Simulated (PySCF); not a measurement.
## Worked example: oscillator strength and radiative lifetime

C3H6FNSi, SMILES C#C[C@H](N)[SiH2]F.

Geometry: ωB97X-D3(BJ)/def2-SVP. The structure was generated by enumeration; whether it is a known compound was not checked. The values are those of a single conformer.

TDA-PBE/def2-SVPD run with PySCF puts the first singlet state with f over 0.02 at 6.28 eV (vertical), with the transition dipole (0.507, -0.181, -0.084) in atomic units.

Question: Find the oscillator strength, the wavelength and the radiative lifetime that this transition would have in vacuum if emission retraced absorption.

Answer: 
|μ|² = 0.2969 au, so |μ| = 1.38 D. ΔE = 6.28/27.211 = 0.2308 hartree. f = (2/3) ΔE |μ|² = 0.046 (the program prints 0.046).
λ = 1239.84/6.28 = 197 nm; ν = 50652 cm⁻¹.
Einstein's coefficient A = 0.6670 ν² f s⁻¹ (ν in cm⁻¹) = 7.8e7 s⁻¹, so τ = 1/A = 13 ns. This state is S6; the lower singlets have f = 0.013, 0.004, 0.011, 0.013, 0.012. The figure is the radiative limit of this one transition; relaxation, internal conversion, crossing to triplets and a medium change what is measured.
